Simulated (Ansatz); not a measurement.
Ansatz (an electronic-structure program) input (LC-wPBE/def2-TZVPD):

Ansatz 0.2 input:
```yaml
crystal:
  periodic: [false, false, false]
  atoms:
    - {symbol: C, position_ang: [0.16178819, -1.87525880, -0.05852127]}
    - {symbol: C, position_ang: [-0.21534942, -0.41806819, 0.06031113]}
    - {symbol: O, position_ang: [0.91652720, 0.35908963, 0.49211768]}
    - {symbol: C, position_ang: [1.09603052, 0.45913576, 1.82892132]}
    - {symbol: O, position_ang: [-0.61171915, 0.04502995, -1.18134996]}
    - {symbol: C, position_ang: [-1.13382350, 1.36658107, -1.17340311]}
    - {symbol: H, position_ang: [0.52676811, -2.24298699, 0.90010943]}
    - {symbol: H, position_ang: [-0.70484544, -2.46202726, -0.36265254]}
    - {symbol: H, position_ang: [0.94745962, -1.98451222, -0.80579130]}
    - {symbol: H, position_ang: [-1.01406457, -0.26238026, 0.80353237]}
    - {symbol: H, position_ang: [0.23162271, 0.35739404, 2.47616562]}
    - {symbol: H, position_ang: [1.94847681, 1.05541843, 2.11439816]}
    - {symbol: H, position_ang: [-1.97892539, 1.44697164, -0.47949958]}
    - {symbol: H, position_ang: [-1.47847164, 1.57248715, -2.18434533]}
    - {symbol: H, position_ang: [-0.36835912, 2.09233991, -0.89190716]}
basis:
  gaussian:
    orbitals: def2-TZVPD
hamiltonian:
  xc: {name: LC-wPBE}
magnetization: {spin_polarized: true, initial_magnetization: 1}
output: {forces: true}
```

End of the output:

```
Atom 1 at    -0.215349    -0.418068     0.060311 Å, force     0.286073     0.171471    -0.074097 eV/Å
Atom 2 at     0.916527     0.359090     0.492118 Å, force    -0.251000    -0.190246     0.079802 eV/Å
Atom 3 at     1.096031     0.459136     1.828921 Å, force    -0.118579    -0.037728    -0.336093 eV/Å
Atom 4 at    -0.611719     0.045030    -1.181350 Å, force    -0.022030     0.196593     0.239127 eV/Å
Atom 5 at    -1.133824     1.366581    -1.173403 Å, force     0.115731    -0.333386     0.068461 eV/Å
Atom 6 at     0.526768    -2.242987     0.900109 Å, force    -0.004070     0.009781    -0.003529 eV/Å
Atom 7 at    -0.704845    -2.462027    -0.362653 Å, force     0.010045     0.022324     0.006084 eV/Å
Atom 8 at     0.947460    -1.984512    -0.805791 Å, force    -0.016412     0.019941     0.011521 eV/Å
Atom 9 at    -1.014065    -0.262380     0.803532 Å, force     0.000996     0.008901    -0.009438 eV/Å
Atom 10 at     0.231623     0.357394     2.476166 Å, force    -0.025116    -0.024099     0.018620 eV/Å
Atom 11 at     1.948477     1.055418     2.114398 Å, force     0.042664     0.006050     0.017589 eV/Å
Atom 12 at    -1.978925     1.446972    -0.479500 Å, force     0.015958    -0.016240    -0.020870 eV/Å
Atom 13 at    -1.478472     1.572487    -2.184345 Å, force    -0.000441     0.003854     0.004365 eV/Å
Atom 14 at    -0.368359     2.092340    -0.891907 Å, force     0.010184    -0.016243    -0.008068 eV/Å
Dipole moment:    -0.284120     0.070549     0.188422 e Å
```

It need not be the lowest isomer of its formula.
